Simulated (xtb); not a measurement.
xtb input for K(Cl) cation (ClK), SMILES [K][Cl] (connectivity only; charge and spin as stated), charge +1, multiplicity 2, GFN2-xTB. 

```
$ xtb mol.xyz --gfn 2 --sp --chrg 1 --uhf 1 --json
$ cat mol.xyz
2

K      0.00000000     0.00000000    -1.52942342
Cl     0.00000000     0.00000000     1.70935559
```

Log of the run:

```
[banner left out]
          |                Calculation Setup                |
           -------------------------------------------------



           -------------------------------------------------
          |                 G F N 2 - x T B                 |
           -------------------------------------------------

        Reference                      10.1021/acs.jctc.8b01176
      * Hamiltonian:
        H0-scaling (s, p, d)           1.850000    2.230000    2.230000
        zeta-weighting                 0.500000
      * Dispersion:
        s8                             2.700000
        a1                             0.520000
        a2                             5.000000
        s9                             5.000000
      * Repulsion:
        kExp                           1.500000    1.000000
        rExp                           1.000000
      * Coulomb:
        alpha                          2.000000
        third order                    shell-resolved
        anisotropic                    true
        a3                             3.000000
        a5                             4.000000
        cn-shift                       1.200000
        cn-exp                         4.000000
        max-rad                        5.000000


          ...................................................
          :                      SETUP                      :
          :.................................................:
          :  # basis functions                  14          :
          :  # atomic orbitals                  13          :
          :  # shells                            5          :
          :  # electrons                         7          :
          :  max. iterations                   250          :
          :  Hamiltonian                  GFN2-xTB          :
          :  restarted?                      false          :
          :  GBSA solvation                  false          :
          :  PC potential                    false          :
          :  electronic temp.          300.0000000     K    :
          :  accuracy                    1.0000000          :
          :  -> integral cutoff          0.2500000E+02      :
          :  -> integral neglect         0.1000000E-07      :
          :  -> SCF convergence          0.1000000E-05 Eh   :
          :  -> wf. convergence          0.1000000E-03 e    :
          :  Broyden damping             0.4000000          :
          :  net charge                          1          :
          :  unpaired electrons                  1          :
          ...................................................

 iter      E             dE          RMSdq      gap      omega  full diag
   1     -3.3979280 -0.339793E+01  0.221E+01    0.20       0.0  T
   2     -4.2977480 -0.899820E+00  0.116E+01   12.09       1.0  T
   3     -4.3004085 -0.266050E-02  0.837E+00    9.26       1.0  T
   4     -4.3030758 -0.266732E-02  0.602E+00    6.97       1.0  T
   5     -4.3104449 -0.736910E-02  0.172E+00    2.43       1.0  T
   6     -4.2742437  0.362012E-01  0.420E+00    1.32       1.0  T
   7     -3.1063307  0.116791E+01  0.321E+01    0.17       1.0  T
   8     -4.3045111 -0.119818E+01  0.368E+00    6.01       1.0  T
   9     -4.3101863 -0.567521E-02  0.169E+00    3.15       1.0  T
  10     -3.7757650  0.534421E+00  0.185E+01    0.51       1.0  T
  11     -4.3070304 -0.531265E+00  0.165E+00    1.97       1.0  T
  12     -3.4419519  0.865078E+00  0.248E+01    0.34       1.0  T
  13     -4.3001876 -0.858236E+00  0.247E+00    1.69       1.0  T
  14     -3.6999421  0.600246E+00  0.197E+01    0.46       1.0  T
  15     -4.1658081 -0.465866E+00  0.862E+00    0.89       1.0  T
  16     -4.2116620 -0.458539E-01  0.704E+00    1.01       1.0  T
  17     -3.9612675  0.250394E+00  0.143E+01    0.64       1.0  T
  18     -4.3080038 -0.346736E+00  0.156E+00    2.05       1.0  T
  19     -4.2921267  0.158771E-01  0.323E+00    1.53       1.0  T
  20     -4.3104297 -0.183030E-01  0.550E-01    3.02       1.0  T
  21     -4.3068523  0.357746E-02  0.143E+00    1.97       1.0  T
  22     -4.3099974 -0.314508E-02  0.628E-01    2.31       1.0  T
  23     -4.3105283 -0.530964E-03  0.351E-01    2.48       1.0  T
  24     -4.3106896 -0.161298E-03  0.169E-01    2.60       1.0  T
  25     -4.3107165 -0.269162E-04  0.872E-02    2.64       1.0  T
  26     -4.3107225 -0.594418E-05  0.509E-02    2.66       1.4  T
  27     -4.3107235 -0.103433E-05  0.417E-02    2.67       1.7  T
  28     -4.3107238 -0.305193E-06  0.378E-02    2.67       1.9  T
  29     -4.3107243 -0.508266E-06  0.308E-02    2.68       2.3  T
  30     -4.3107245 -0.221132E-06  0.267E-02    2.68       2.7  T
  31     -4.3107248 -0.304330E-06  0.190E-02    2.68       3.7  T
  32     -4.3107251 -0.275352E-06  0.673E-03    2.69      10.5  T
  33     -4.3107252 -0.368295E-07  0.424E-04    2.69     166.7  T
  34     -4.3107252 -0.155694E-09  0.448E-05    2.69    1578.5  T

   *** convergence criteria satisfied after 34 iterations ***

         #    Occupation            Energy/Eh            Energy/eV
      -------------------------------------------------------------
         1        2.0000           -1.2337911             -33.5732
         2        1.9750           -0.6404923             -17.4287
         3        1.5125           -0.6370601             -17.3353
         4        1.5125           -0.6370601             -17.3353 (HOMO)
         5                         -0.5381485             -14.6438 (LUMO)
         6                         -0.2995039              -8.1499
         7                         -0.2995039              -8.1499
         8                         -0.1935422              -5.2666
         9                         -0.1833688              -4.9897
       ...                                ...                  ...
        13                         -0.1832563              -4.9867
      -------------------------------------------------------------
                  HL-Gap            0.0989116 Eh            2.6915 eV
             Fermi-level           -0.6123084 Eh          -16.6618 eV

 SCC (total)                   0 d,  0 h,  0 min,  0.002 sec
 SCC setup                      ...        0 min,  0.000 sec (  2.955%)
 Dispersion                     ...        0 min,  0.000 sec (  0.924%)
 classical contributions        ...        0 min,  0.000 sec (  0.470%)
 integral evaluation            ...        0 min,  0.000 sec (  9.924%)
 iterations                     ...        0 min,  0.001 sec ( 75.642%)
 molecular gradient             ...        0 min,  0.000 sec (  7.983%)
 printout                       ...        0 min,  0.000 sec (  1.784%)

         :::::::::::::::::::::::::::::::::::::::::::::::::::::
         ::                     SUMMARY                     ::
         :::::::::::::::::::::::::::::::::::::::::::::::::::::
         :: total energy              -4.310670632362 Eh    ::
         :: gradient norm              0.000006935896 Eh/a0 ::
         :: HOMO-LUMO gap              2.691522901499 eV    ::
         ::.................................................::
         :: SCC energy                -4.310725161840 Eh    ::
         :: -> isotropic ES            0.161170651487 Eh    ::
         :: -> anisotropic ES         -0.003253667375 Eh    ::
         :: -> anisotropic XC         -0.000494014679 Eh    ::
         :: -> dispersion             -0.000485403269 Eh    ::
         :: repulsion energy           0.000054529477 Eh    ::
         :: add. restraining           0.000000000000 Eh    ::
         :: total charge               1.000000000079 e     ::
         :::::::::::::::::::::::::::::::::::::::::::::::::::::

           -------------------------------------------------
Note: The following floating-point exceptions are signalling: IEEE_UNDERFLOW_FLAG IEEE_DENORMAL
normal termination of xtb
          |                Property Printout                |
           -------------------------------------------------

    * Orbital Energies and Occupations

         #    Occupation            Energy/Eh            Energy/eV
      -------------------------------------------------------------
         1        2.0000           -1.2337911             -33.5732
         2        1.9750           -0.6404923             -17.4287
         3        1.5125           -0.6370601             -17.3353
         4        1.5125           -0.6370601             -17.3353 (HOMO)
         5                         -0.5381485             -14.6438 (LUMO)
         6                         -0.2995039              -8.1499
         7                         -0.2995039              -8.1499
         8                         -0.1935422              -5.2666
         9                         -0.1833688              -4.9897
        10                         -0.1833688              -4.9897
        11                         -0.1833254              -4.9885
        12                         -0.1833254              -4.9885
        13                         -0.1832563              -4.9867
      -------------------------------------------------------------
                  HL-Gap            0.0989116 Eh            2.6915 eV
             Fermi-level           -0.6123084 Eh          -16.6618 eV

     #   Z          covCN         q      C6AA      α(0)
     1  19 K        0.603     0.866   389.570    79.926
     2  17 Cl       0.603     0.134    94.314    14.846

 Mol. C6AA /au·bohr⁶  :        758.875750
 Mol. C8AA /au·bohr⁸  :     102858.709739
 Mol. α(0) /au        :         94.772139


Wiberg/Mayer (AO) data.
largest (>0.10) Wiberg bond orders for each atom

 ---------------------------------------------------------------------------
     #   Z sym  total        # sym  WBO       # sym  WBO       # sym  WBO
 ---------------------------------------------------------------------------
     1  19 K    0.250 --     2 Cl   0.250
     2  17 Cl   0.250 --     1 K    0.250
 ---------------------------------------------------------------------------


molecular dipole:
                 x           y           z       tot (Debye)
 q only:        0.000       0.000      -2.069
   full:       -0.000       0.000      -2.095       5.325
molecular quadrupole (traceless):
                xx          xy          yy          xz          yz          zz
 q only:       -4.316       0.000      -4.316       0.000       0.000       8.632
  q+dip:       -5.622       0.000      -5.622       0.000      -0.000      11.245
   full:       -5.039      -0.000      -5.039       0.000      -0.000      10.079


           -------------------------------------------------
          | TOTAL ENERGY               -4.310670632362 Eh   |
          | GRADIENT NORM               0.000006935896 Eh/α |
          | HOMO-LUMO GAP               2.691522901499 eV   |
           -------------------------------------------------

------------------------------------------------------------------------
------------------------------------------------------------------------
 total:
 SCF:
```

The run converged.

Cost: very roughly 0.020 core-seconds.
